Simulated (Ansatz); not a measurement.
Ansatz results at the PBE0-D4/def2-TZVP geometry: HOMO energy (PBE0/def2-TZVPP) -7.34 eV; HOMO energy (B3LYP/def2-TZVPP) -7.12 eV; LUMO energy (ωB97M-V/def2-TZVPP) 2.35 eV.

Each molecule was computed in one conformer, which needn't be the lowest.

Problem. Which molecule gave them?
A. `C=CCCCCC`
B. `CCCSCC`
C. `[Al][Cl]`
D. `C/C=C/CC`

Solution. A. The others give `C/C=C/CC`: -6.91, -6.71, 2.64; `[Al][Cl]`: -7.00, -6.83, 0.17; `CCCSCC`: -6.18, -5.96, 2.41.

B3LYP here is the variant with VWN-RPA as its local correlation; programs differ in this.
